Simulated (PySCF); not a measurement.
# Ca⁺ (calcium, charge +1) across methods

[Ar] 3d1, 2D determinant (an excited configuration). Computed with PySCF 2.14 in aug-cc-pwCVQZ-X2C, with the spin-free X2C one-electron Hamiltonian (Gaussian nucleus).

```json
{"method": "PBE", "E (hartree)": "-679.980", "mean ε 3p α (eV)": "-31.435", "mean ε 3p β (eV)": "-30.900", "mean ε 3d α (eV)": "-6.397", "Σ⟨r²⟩ (bohr²)": "23.69", "⟨S²⟩": "0.750"}
{"method": "LDA", "E (hartree)": "-678.327", "mean ε 3p α (eV)": "-31.486", "mean ε 3p β (eV)": "-30.963", "mean ε 3d α (eV)": "-6.335", "Σ⟨r²⟩ (bohr²)": "23.58", "⟨S²⟩": "0.750"}
{"method": "r2SCAN", "E (hartree)": "-680.159", "mean ε 3p α (eV)": "-32.136", "mean ε 3p β (eV)": "-31.500", "mean ε 3d α (eV)": "-6.445", "Σ⟨r²⟩ (bohr²)": "23.34", "⟨S²⟩": "0.751"}
{"method": "UHF", "E (hartree)": "-679.37467", "mean ε 3p α (eV)": "-39.817", "mean ε 3p β (eV)": "-38.587", "mean ε 3d α (eV)": "-9.793", "Σ⟨r²⟩ (bohr²)": "23.20", "⟨S²⟩": "0.752"}
{"method": "PBE0", "E (hartree)": "-680.018", "mean ε 3p α (eV)": "-33.745", "mean ε 3p β (eV)": "-33.044", "mean ε 3d α (eV)": "-7.355", "Σ⟨r²⟩ (bohr²)": "23.28", "⟨S²⟩": "0.751"}
```
